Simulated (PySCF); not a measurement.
cyclopropane (C₃H₆), singlet, geometry from GFN2-xTB. Base run: BLYP/STO-3G in PySCF.

Input for PySCF:
```python
from pyscf import gto, scf, dft

mol = gto.M(
    atom='''
C    -0.001647    0.863879    0.014277
C     0.749028   -0.430640    0.000480
C    -0.747382   -0.433240   -0.014757
H    -0.011940    1.440071    0.926921
H     0.006394    1.469948   -0.878830
H     1.270736   -0.710376   -0.902067
H     1.252402   -0.740253    0.903684
H    -1.267963   -0.744633    0.878021
H    -1.249629   -0.714756   -0.927730
''',
    basis='sto-3g',
    charge=0,
    spin=0,
    verbose=4,
)

mf = dft.RKS(mol)
mf.xc = 'blyp'
mf.kernel()
```

The base run was repeated with changes; each row names its change, and settings that it needs were set with it.

```csv
change,ΔE vs base (mEh),fitting functions
base,0.000,-
auxbasis = even-tempered beta=1.6,-5.994,252
auxbasis = cc-pvtz-jkfit,-0.184,417
auxbasis = def2-universal-jfit,-1.380,213
auxbasis = autoaux,-6.245,240
auxbasis = def2-tzvp-ri,-0.837,318
auxbasis = even-tempered beta=2.0,-6.383,180
auxbasis = even-tempered beta=3.0,-12.373,117
auxbasis = def2-universal-jkfit,-0.959,333
auxbasis = cc-pvqz-jkfit,-0.085,624
```

A fitting set is made for a task (jfit for Coulomb, jkfit for Coulomb and exchange, ri for correlation) and for a family of orbital bases.
